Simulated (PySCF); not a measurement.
**Dipole moment and polarisability of `C#C[C@](C)(Cl)[SiH2]C`**

Species: C₅H₉ClSi.
SMILES with atom numbers: `[CH:1]#[C:2][C@:3]([CH3:4])([Cl:5])[SiH2:6][CH3:7]` (hydrogens: H8 on C1; H9, H10, H11 on C4; H12, H13 on Si6; H14, H15, H16 on C7)

Geometry (GFN2-xTB, Å), atoms numbered from 1 in this order:
```xyz
16
C5H9ClSi angstrom
C     -1.510    2.105   -0.447
C     -1.152    0.995   -0.170
C     -0.718   -0.324    0.193
C     -1.596   -1.383   -0.452
Cl    -0.897   -0.469    2.005
Si     1.167   -0.584   -0.145
C      2.129    0.780    0.743
H     -1.830    3.070   -0.703
H     -2.642   -1.239   -0.184
H     -1.285   -2.376   -0.133
H     -1.501   -1.316   -1.534
H      1.493   -1.920    0.360
H      1.352   -0.518   -1.601
H      1.963    0.744    1.816
H      1.822    1.763    0.394
H      3.196    0.680    0.567
```

Level: B3LYP/def2-SVPD (PySCF), static field, nuclei fixed, core orbitals frozen in the response. The polarisability tensor in these axes (au):

```
x    98.91  -4.15   2.12
y    -4.15 105.94  -4.77
z     2.12  -4.77  94.84
```

Task: What are the eigenvalues, a third of the trace, and Δα (Δα² = ½Σ(αi − αj)² over the three pairs)?

Result: Principal values 93.01, 96.99 and 109.69 au; mean 99.90 au = 14.80 Å³ = 16.47 × 10⁻⁴⁰ C²·m²/J; Δα = 15.09 au (15 % of the mean).

Task: What is the dipole moment, and where does it point?

Result: (0.58, 0.23, -1.51) D, 1.63 D in size, pointing from the negative to the positive side. Measured along this direction, the outermost atoms are Cl5 at the negative end and H13 at the positive end.

Task: In a dilute gas of rigid molecules at 273 K, how does the orientational term μ²/3kT compare with the electronic polarisability?

Result: In Gaussian units μ²/3kT = 23.50 Å³ against 14.80 Å³, a ratio of 1.59; the Debye molar polarisation (4π/3)N_A(α + μ²/3kT) is 96.6 cm³/mol, leaving out the vibrational part.

Task: Give the eigenvalues of the traceless quadrupole moment Θ = ½Σq(3rr − r²1), origin at the centre of nuclear charge.

Result: -6.35, 2.25, 4.09 D·Å. The values depend on the origin, since the dipole doesn't vanish. The electronic extent ⟨r²⟩ about the same centre is 1154 bohr², a root-mean-square distance of 2.15 Å for the 70 electrons.

Task: What would n − 1 = 2πNα be for an ideal gas of these molecules at 273.15 K and 1 atm, electronic part alone?

Result: N = p/kT = 2.6868 × 10¹⁹ cm⁻³, so n − 1 = 2π × N × 14.80 × 10⁻²⁴ cm³ = 2499 × 10⁻⁶ at long wavelengths.

Task: In TDDFT the mean static polarisability is Σ f/ω² over all singlet excitations (ω in hartree). How much of it do the 8 lowest give? Their energies (eV) and oscillator strengths: 5.42, 0.0049; 6.03, 0.0268; 6.34, 0.0084; 6.55, 0.0101; 6.67, 0.0115; 6.97, 0.0485; 7.03, 0.0874; 7.29, 0.0598.

Result: They add up to 4.07 au, 4.1 % of the 99.90 au; the largest single term is 1.31 au, from the state at 7.03 eV. Terms in order: 0.12, 0.55, 0.15, 0.17, 0.19, 0.74, 1.31, 0.83 au. Higher excitations give the rest. The strengths listed sum to 0.257.

Task: Find the Langevin capture rate constant for H3+ (3.023 u) meeting this molecule (132.016 u), k = 2.342 × 10⁻⁹ cm³/s × √(α in Å³ / reduced mass in u).

Result: The reduced mass is 2.96 u, so k = 5.24 × 10⁻⁹ cm³/s. The formula leaves out the permanent dipole, which adds to the capture rate.

The structure is a single GFN2-xTB conformer in the gas phase; no vibrational or solvent corrections.
